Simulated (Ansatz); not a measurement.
A CCSD(T) single point on C₂H₆Cl₂Se₂Sn (`C[Se][Sn]([Cl])([Cl])[Se]C`).

```yaml
crystal:
  periodic: [false, false, false]
  atoms:
    - {symbol: C, position_ang: [0.076703, -2.486343, 0.034840]}
    - {symbol: Se, position_ang: [-0.020970, -1.379561, -1.581762]}
    - {symbol: Sn, position_ang: [-1.356636, 0.443816, -0.513754]}
    - {symbol: Cl, position_ang: [-3.417548, -0.335434, 0.221674]}
    - {symbol: Cl, position_ang: [-1.730120, 2.025609, -2.173245]}
    - {symbol: Se, position_ang: [-0.246629, 1.462599, 1.481061]}
    - {symbol: C, position_ang: [1.372765, 2.005108, 0.516037]}
    - {symbol: H, position_ang: [0.489439, -1.914795, 0.863889]}
    - {symbol: H, position_ang: [0.746524, -3.308209, -0.212867]}
    - {symbol: H, position_ang: [-0.908126, -2.874904, 0.283134]}
    - {symbol: H, position_ang: [1.139038, 2.794933, -0.193955]}
    - {symbol: H, position_ang: [2.054711, 2.381846, 1.276628]}
    - {symbol: H, position_ang: [1.821249, 1.150533, 0.013118]}
basis:
  gaussian: {orbitals: def2-TZVPP}
correlation: {method: ccsd_t}
output: {orbitals: {seedname: orbitals}}
```

```sh
$ ansatz run in.yaml --threads 4 --pin off --events-out ev --progress --plain --max-ram 66560MiB --backend cuda --devices 0, --max-vram 37GiB
```

Output of Ansatz, abridged:

```
Functional definition: HF
2452 factors; integrals over basis functions are off by at most 1.0e-3 eV
mean field evaluation 1: about -163577.3634 eV, gradient 3.2e1 eV
mean field evaluation 2: about -163577.7310 eV, gradient 3.3e1 eV
mean field evaluation 4: about -163580.8832 eV, gradient 4.2e0 eV
mean field evaluation 8: about -163580.9626 eV, gradient 3.2e-1 eV
mean field evaluation 16: about -163580.9631 eV, gradient 1.4e-6 eV
mean field -163580.96305695 eV, -6011.4895131839 hartree, gradient 1.4e-6 eV, S^2 0.000000; 0 other end points of the search recorded, 0 dependent functions left out
34 core orbitals not correlated: weight in the atoms' cores, before any rotation towards them, 1.000 or more for the frozen orbitals, at most 0.000 for the correlated occupied ones
reference -163580.96305695 eV, -6011.4895131839 hartree; 37, 37 occupied and 305, 305 virtual orbitals, 2452 factors
second order -43.29227547 eV of doubles, -0.00000000 eV of singles
cycle   1  -43.37545953 eV  change   -8.3e-2 eV  update   1.4e-1
cycle   2  -44.42316347 eV  change    -1.0e0 eV  update   3.9e-2
cycle   3  -44.60702919 eV  change   -1.8e-1 eV  update   2.0e-2
cycle   4  -44.58027474 eV  change    2.7e-2 eV  update   5.0e-3
cycle   5  -44.57869759 eV  change    1.6e-3 eV  update   2.4e-3
cycle   6  -44.57953687 eV  change   -8.4e-4 eV  update   6.8e-4
cycle   7  -44.57911992 eV  change    4.2e-4 eV  update   3.0e-4
cycle   8  -44.57908497 eV  change    3.5e-5 eV  update   8.3e-5
perturbative correction -1.81977313 eV, -0.0668754291 hartree
Total energy: -163627.36191505 eV, -6013.1946397687 hartree
```

Run time 41 s (4 threads of an AMD EPYC 7R13 on a shared host and a share of an NVIDIA H100 80 GB); peak host memory 0.88 GiB.

Correlation energy per correlated electron: -0.627 eV. T1 diagnostic: 0.0105.
